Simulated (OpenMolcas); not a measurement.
## Cr4+, Mo4+, W4+: d² down the group

```json
{"Program": "OpenMolcas 26.06", "Method": "CASSCF", "Basis": "ANO-RCC-VTZP", "Scalar Hamiltonian": "DKH2, point nucleus", "Spin-orbit coupling": "state interaction with AMFI integrals over the reference wave functions, term energies averaged over their components"}
```

Active space for each ion: 2 electrons in 10 orbitals (d d).

Computed levels in cm-1 above ³F₂:

```csv
Level,Cr4+,Mo4+,W4+
³F₃,508,1495,6206
³F₄,1159,3241,11768
¹D₂,16093,12596,16013
³P₀,18898,13693,14829
³P₁,19074,14285,18178
³P₂,19461,15805,25028
¹G₄,24701,19048,24669
¹S₀,59031,44276,49448
weight of ³F in the lowest level (%),100,99,92
```

Mixed levels, with the weight of the term that names them: W4+ ¹D₂ (54 %), W4+ ³P₂ (60 %).

Measured, with the error of the calculation in %. Measured levels: Cr4+ from Sugar and Corliss, J. Phys. Chem. Ref. Data 6, 317 (1977); Mo4+ from Sugar and Musgrove, J. Phys. Chem. Ref. Data 17, 155 (1988); W4+ from the list in J. Phys. B 45, 065001 (2012).

```tsv
Level	Cr4+	Mo4+	W4+
³F₃	508 (-0.1)	1578 (-5.3)	
³F₄	1142 (+1.5)	3357 (-3.5)	11519 (+2.2)
¹D₂	13188 (+22.0)	10190 (+23.6)	
³P₀	15492 (+22.0)	11161 (+22.7)	12839 (+15.5)
³P₁	15677 (+21.7)	11807 (+21.0)	16331 (+11.3)
³P₂	16041 (+21.3)	13408 (+17.9)	22615 (+10.7)
¹G₄	22019 (+12.2)	16354 (+16.5)	22346 (+10.4)
¹S₀	51146 (+15.4)	37738 (+17.3)	43110 (+14.7)
```

The fine-structure level ³F₄ changes by a factor of 10.2 from Cr4+ to W4+.

Without spin-orbit coupling ¹D lies 15471, 11139, 10494 cm-1 above ³F in that order; the difference to the level ¹D₂, of either sign, comes from spin-orbit coupling, which also lowers the zero.

Without dynamic correlation excited terms often stand tens of per cent too high (terms of higher spin than the ground term too low), and those without a measured partner can miss by more than the paired ones. Active for correlation alone: 4d; no level in the range computed is led by a configuration that fills it, so any true level of that kind is missing (holds for Cr4+). Active for correlation alone: 5d; no level in the range computed is led by a configuration that fills it, so any true level of that kind is missing (holds for Mo4+). Active for correlation alone: 6d; no level in the range computed is led by a configuration that fills it, so any true level of that kind is missing (holds for W4+). Measured partners are found by configuration, term and J. A level has none where our copy of the source lacks it or the pairing is in doubt (some pairs that miss far off the trend of their configuration count as doubtful), and it then counts in no deviation. Only configurations of the active space appear.
